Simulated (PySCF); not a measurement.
Molecule: `COC(=O)C(C)C`, C5H10O2.

Atoms are numbered as in `[CH3:1][O:2][C:3](=[O:4])[CH:5]([CH3:6])[CH3:7]`; H(Xn) means a hydrogen on atom n.

Geometry PBE0-D3(BJ)/def2-SVP throughout; GIAO in PySCF, gas phase, one conformer, non-relativistic; equivalent atoms averaged; basis pcSseg-1.

For orientation, KT3 gives these shifts δ (against TMS, H2O at the same level): C3 168.2, C1 51.2, C5 36.0, C6/C7 20.9, O4 403.0, O2 186.0, H(C1) 3.57, H(C5) 2.32, H(C6)/H(C7) 1.12 ppm.

A run gave: C3 185.1, C1 51.4, C5 34.7, C6/C7 20.0, O4 441.7, O2 172.2, H(C1) 3.59, H(C5) 2.08, H(C6)/H(C7) 1.15 ppm (shifts δ (against TMS, H2O at the same level)).

Question: Which functional was used in that run?
A. HF
B. PBE0
C. B97-2
D. BHandHLYP

Answer: D. O2 tells them apart best: BHandHLYP gives 172.2, B97-2 gives 181.4, PBE0 gives 184.3, HF gives 142.6 ppm.
